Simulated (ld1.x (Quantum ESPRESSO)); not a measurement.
Gd, PAW: configuration errors across variants

ld1.x (Quantum ESPRESSO) 7.5 input, shortened:

```
&input
   title='Gd', zed=64., rel=1, dft='PBE', iswitch=3,
   config='[Xe] 4f7 5d2 6s1 6p0'
 /
 &inputp
   pseudotype=3, lpaw=.true., tm=.true., lloc=-1, rcloc=1.00,
   nlcc=.true., new_core_ps=.true., rcore=0.75,
   which_augfun='PSQ', rmatch_augfun_nc=.true.
 /
8
5S  1  0   2.00   0.00  2.15  2.40  0.0
6S  2  0   1.00   0.00  2.15  2.40  0.0
5P  2  1   6.00   0.00  2.10  2.40  0.0
6P  3  1   0.00   0.00  2.10  2.40  0.0
5D  3  2   2.00   0.00  2.70  3.20  0.0
5D  3  2   0.00   0.55  2.70  3.20  0.0
4F  4  3   7.00   0.00  1.00  1.30  0.0
4F  4  3   0.00   1.70  1.00  1.30  0.0
 &test
   configts(1)='4f7 5s2 5p6 5d2 6s1 6p0'
 /
```

All-electron excitation energies from the reference (eV): (1) 4f7 5s2 5p6 5d1 6s2 6p0 -1.770; (2) 4f7 5s2 5p6 5d1 6s1 6p0 4.874; (3) 4f7 5s2 5p6 5d1 6s0 6p0 16.974; (4) 4f7 5s2 5p6 5d1 6s1.5 6p0 0.908; (5) 4f7 5s2 5p6 5d1.5 6s1.5 6p0 -0.927; (6) 4f7 5s2 5p5 5d1 6s2 6p0 30.530; (7) 4f7 5s2 5p6 5d0 6s2 6p1 0.043.

The overlap operator is not positive definite (basis up to 400 Ry) in “base”, “wave 4f channel at 1.7 Ry: rcut 1.00, rcutus 1.30 bohr becomes 4f channel at -0.4 Ry: rcut 1.00, rcutus 1.30 bohr”, “wave 4f channel at 1.7 Ry: rcut 1.00, rcutus 1.30 bohr becomes 4f channel at -0.35 Ry: rcut 1.00, rcutus 1.30 bohr”, “wave 4f channel at 1.7 Ry: rcut 1.00, rcutus 1.30 bohr becomes 4f channel at -0.24 Ry: rcut 1.00, rcutus 1.30 bohr”, “wave 4f channel at 1.7 Ry: rcut 1.00, rcutus 1.30 bohr becomes 4f channel at -0.04 Ry: rcut 1.00, rcutus 1.30 bohr”, “wave 4f channel at 1.7 Ry: rcut 1.00, rcutus 1.30 bohr becomes 4f channel at 0.91 Ry: rcut 1.00, rcutus 1.30 bohr”, “wave 4f channel at 1.7 Ry: rcut 1.00, rcutus 1.30 bohr becomes 4f channel at 1.96 Ry: rcut 1.00, rcutus 1.30 bohr”, “wave 4f channel at 1.7 Ry: rcut 1.00, rcutus 1.30 bohr becomes 4f channel at 3.3 Ry: rcut 1.00, rcutus 1.30 bohr”, “wave 4f channel at 1.7 Ry: rcut 1.00, rcutus 1.30 bohr becomes 4f channel at 6.12 Ry: rcut 1.00, rcutus 1.30 bohr”. Such files are unfit for use, however small their errors in these radial tests.

Errors AE − PS in meV (a dash: test not solved or not reliable):

| change | (1) | (2) | (3) | (4) | (5) | (6) | (7) | bound ghosts |
| --- | --- | --- | --- | --- | --- | --- | --- | --- |
| base | -12 | -6.1 | +3.6 | -9.0 | -1.7 | -113 | -77 | not determined (overlap not positive) |
| wave 4f channel at 1.7 Ry: rcut 1.00, rcutus 1.30 bohr becomes 4f channel at -0.4 Ry: rcut 1.00, rcutus 1.30 bohr | -12 | -6.0 | +4.4 | -8.9 | -1.7 | -118 | -76 | not determined (overlap not positive) |
| wave 4f channel at 1.7 Ry: rcut 1.00, rcutus 1.30 bohr becomes 4f channel at -0.35 Ry: rcut 1.00, rcutus 1.30 bohr | -12 | -5.9 | +4.6 | -9.1 | -1.7 | -118 | -76 | not determined (overlap not positive) |
| wave 4f channel at 1.7 Ry: rcut 1.00, rcutus 1.30 bohr becomes 4f channel at -0.24 Ry: rcut 1.00, rcutus 1.30 bohr | -12 | -5.8 | +4.2 | -9.0 | -1.6 | -118 | -76 | not determined (overlap not positive) |
| wave 4f channel at 1.7 Ry: rcut 1.00, rcutus 1.30 bohr becomes 4f channel at -0.04 Ry: rcut 1.00, rcutus 1.30 bohr | -12 | -5.8 | +4.2 | -8.8 | -1.6 | -117 | -76 | not determined (overlap not positive) |
| wave 4f channel at 1.7 Ry: rcut 1.00, rcutus 1.30 bohr becomes 4f channel at 0.91 Ry: rcut 1.00, rcutus 1.30 bohr | -11 | -5.7 | +3.8 | -8.6 | -1.6 | -114 | -75 | not determined (overlap not positive) |
| wave 4f channel at 1.7 Ry: rcut 1.00, rcutus 1.30 bohr becomes 4f channel at 1.96 Ry: rcut 1.00, rcutus 1.30 bohr | -12 | -6.3 | +3.6 | -9.1 | -1.6 | -113 | -77 | not determined (overlap not positive) |
| wave 4f channel at 1.7 Ry: rcut 1.00, rcutus 1.30 bohr becomes 4f channel at 3.3 Ry: rcut 1.00, rcutus 1.30 bohr | -12 | -6.4 | +3.6 | -9.3 | -1.8 | -112 | -77 | not determined (overlap not positive) |
| wave 4f channel at 1.7 Ry: rcut 1.00, rcutus 1.30 bohr becomes 4f channel at 6.12 Ry: rcut 1.00, rcutus 1.30 bohr | -14 | -7.5 | +3.7 | -11 | -2.2 | -120 | -82 | not determined (overlap not positive) |

Question: Give the same row for: wave 4f channel at 1.7 Ry: rcut 1.00, rcutus 1.30 bohr becomes 4f channel at 0.47 Ry: rcut 1.00, rcutus 1.30 bohr.

Answer: -11, -5.6, +4.1, -8.6, -1.6, -115, -75; bound ghosts: not determined (overlap not positive). Its overlap operator is not positive definite in a basis up to 400 Ry (lowest eigenvalue s -0.13, p -0.37), so the file is unfit for use: the generalised eigenproblem breaks down once the basis is large enough, and its test numbers describe a broken file.
